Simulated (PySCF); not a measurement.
Cartesian coordinates in Å; atom numbers follow the order of the lines, from 1:
```xyz
20

C     1.1226   -3.0319    0.8680
C     0.9030   -1.8489    0.6777
Si    0.6000   -0.0661    0.3485
Si    2.1371    0.6744   -1.2581
P     0.9484    0.9950    2.3265
N    -1.0632    0.2016   -0.1355
Si   -1.6561   -0.5565   -1.6088
Si   -2.2221    1.0103    0.9108
H     1.3130   -4.0762    1.0425
H     1.9254    2.1443   -1.4511
H     3.5219    0.4538   -0.7375
H     1.9987   -0.0082   -2.5809
H     1.3357    2.2304    1.7210
H     2.2834    0.4935    2.4031
H    -2.1970    0.4665   -2.5540
H    -2.7397   -1.5428   -1.3151
H    -0.5048   -1.2611   -2.2461
H    -1.7011    2.3390    1.3514
H    -2.5676    0.2046    2.1194
H    -3.4576    1.2123    0.0930
```

Theory: PBE0-D3(BJ)/def2-SVP geometry, GIAO PBE0/pcSseg-1 shieldings, in PySCF (fast rotation and ring inversion assumed for equivalent nuclei, single conformer, gas phase, non-relativistic).

Problem. Predict the 2D correlation tables (HSQC, COSY, HMBC).

Solution. 

HSQC (one-bond C–H):
| δH | δC |
| --- | --- |
| 2.78 (H9) | 108.3 (C1) |

HMBC (two and three bonds, from the bond graph):
| δH | δC |
| --- | --- |
| 3.64 (H10/H11/H12) | 89.4 (C2) |
| 2.78 (H9) | 89.4 (C2) |
| 1.95 (H13/H14) | 89.4 (C2) |

No COSY cross peaks are expected.

δ = σ(ref) − σ, references computed at the same level: TMS for $^{1}$H (σ = 31.27 ppm), $^{13}$C (σ = 184.41 ppm).

Shifts are as computed. Against solution values, carbons near 30 ppm lie about +2 ppm off and those near 130 ppm about +5 ppm. Of 1211 compounds with measured shifts, 218 miss one by over three times the rms of a fit or turn the order of signals round; such compounds aren't used in these exercises.
